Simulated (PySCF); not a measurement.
# Stationary points of S2I2

These are results of PBE0/[S def2-SVP, I def2-SVP with ECP28], scalar-relativistic core potentials, density fitting, no spin–orbit coupling, PySCF, not measurements.

Relaxations began from a few typed shapes. The search is not exhaustive: other isomers or separated fragments can lie lower, and high-lying points may rest on an excited occupation.

Task: Order these stationary points by electronic energy, lowest first, in kJ/mol from the lowest minimum.
A. singlet C2h: S–I 2.409 Å (×2), S–S 2.129 Å; I–S–S 96.5° (×2)
B. singlet C2v: S–I 2.447 Å (×2), S–S 1.967 Å; I–S–I 107.4°, I–S–S 126.3° (×2)
C. singlet Cs: S–I 2.582 Å (×2), S–S 1.901 Å; I–S–I 99.5°, I–S–S 111.5° (×2)
D. singlet D2h: S–I 2.719 Å (×4); I–S–I 135.8° (×2), S–I–S 44.2° (×2)
E. singlet C2: S–I 2.472 Å (×2), S–S 1.976 Å; I–S–S 109.3° (×2)

Result: E (0.0), A (55.6), C (69.1), D (143.2), B (253.6).

Task: Which of them are minima?

Result: By energy in kJ/mol, 0.0: minimum; 55.6: saddle point, 1 imaginary mode; 69.1: minimum; 143.2: saddle point, 1 imaginary mode; 253.6: minimum.
